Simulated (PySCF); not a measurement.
Vertical excitations of a molecule C₆H₆O from TDDFT-CAM-B3LYP/def2-SVPD (PySCF 2.14.0), as energy in eV (oscillator strength): 4.28 (0.000), 4.95 (0.437), 5.79 (0.001), 6.06 (0.000), 6.45 (0.000), 6.82 (0.010), 7.07 (0.081), 7.12 (0.009), 7.13 (0.177), 7.57 (0.255). Lowest triplet (TDA): 2.98 eV. Coordinates come from a PBE-D3(BJ)/def2-SVP optimisation. One conformer was computed; it need not be the lowest.

Identify the compound among the candidates.
A. C#C[C@H]1C=COC1
B. C#C/C=C\OC=C
C. C=C=C1C=CCO1
D. C=c1ccc(=C)o1

C, C=C=C1C=CCO1
